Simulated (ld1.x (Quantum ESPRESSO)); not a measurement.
## Before and after: TM potential for tellurium (Te)

| Item | Value |
| --- | --- |
| Element | tellurium (Te) |
| Generator | ld1.x (Quantum ESPRESSO) 7.5 |
| Type | norm-conserving Troullier–Martins (Kleinman–Bylander form) |
| Functional | LDA (PZ) |
| Relativity | scalar-relativistic |
| Frozen core | [Kr] 4d10 |
| Valence charge | 6 |
| Reference configuration | 5s1 5p5 |
| Partial waves | 5p (bound): rc 2.20 bohr; 5s (bound): rc 1.70 bohr |
| Local potential | the s channel |
| Core correction | a·sin(br)/r model core, default radius (core density twice the valence density) |

All-electron outer shells of the reference configuration (LDA (PZ), scalar-relativistic, ld1.x):

| shell | level (eV) | outermost node (bohr) | outermost maximum (bohr) |
| --- | --- | --- | --- |
| 4p | -115.58 | 0.38 | 0.74 |
| 4d | -43.03 | 0.36 | 0.81 |
| 5s | -16.12 | 0.91 | 1.77 |
| 5p | -6.66 | 1.00 | 2.14 |

Change: wave 5p (bound): rc 2.20 bohr becomes 5p (bound): rc 3.36 bohr.

Cutoffs: the cutoffs (Ry, on a coarse ladder) from which the occupation-weighted sum of valence levels, in a spherical-Bessel basis at the reference potential, stays within 10 and 1 mRy of its value at 400 Ry; they do not see the model core or the augmentation charge, which bear on the density cutoff. Errors are all-electron minus pseudo energies relative to the spin-unpolarised reference configuration.

**Question.** Predict the effect on cutoff, ghosts and configuration errors.

**Answer.** The potential gets neither clearly harder nor softer (25 Ry and 45 Ry → 25 Ry and 40 Ry); the s channel sets the loose cutoff, while the largest relative change is in p, which becomes softer; of the 9 tests that both files solve, the error grows in 5 and shrinks in 3 by more than 15 % and 0.3 meV (median size 7.7 → 8.3 meV); neither file shows a bound ghost.

```tsv
quantity	base	changed
cutoff, loose	25 Ry	25 Ry
cutoff, tight	45 Ry	40 Ry
loose cutoff by channel (10 mRy a level)	p 12 Ry, s 25 Ry	p 6 Ry, s 25 Ry
bound ghosts	none	none
error for 5s2 5p4, meV [ΔE -9.35 eV]	-7.7	+12
error for 5s2 5p3, meV [ΔE 0.56 eV]	-7.3	+0.1
error for 5s2 5p2, meV [ΔE 18.74 eV]	-14	-52
error for 5s2 5p4.3, meV [ΔE -10.87 eV]	-7.8	+14
error for 5s1 5p4, meV [ΔE 10.49 eV]	-3.8	-5.9
error for 5s2 5p3.5, meV [ΔE -5.37 eV]	-7.4	+8.3
error for 5s2 5p0, meV [ΔE 82.87 eV]	-146	-619
error for 5s1 5p5 (spin-polarised), meV [ΔE -0.54 eV]	+8.4	+2.4
error for 5s2 5p4 (spin-polarised), meV [ΔE -9.83 eV]	-3.7	-0.2
```
